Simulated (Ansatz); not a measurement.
System: BaCl$_{2}$, charge -1, multiplicity 2. 
Geometry from a B3LYP-D3(BJ)/def2-TZVP (Ansatz, a program for electronic structure) optimisation:
```
Ba
Cl 1 2.8402
Cl 1 2.8402 2 122.35
```
Charge -1, spin multiplicity 2.

Give the harmonic wavenumbers at B3LYP-D3(BJ)/def2-TZVP (Ansatz, finite differences of forces, unscaled).

47, 219, 219 cm⁻¹. Zero-point energy 0.7 kcal/mol.

From these and the geometry, give the ideal-gas thermochemistry at 298.15 K and 1 atm (rigid rotor, harmonic oscillator).

Point group C2v, rotational symmetry number 2. Rotational constants 5.764, 1.151, 0.9596 GHz. S(trans) 41.90, S(rot) 26.94, S(vib) 8.86, S(elec, spin only) 1.38, S 79.1 cal/(mol K). H(298) - H(0) 3.56 kcal/mol; G - E(el) -19.3 kcal/mol.
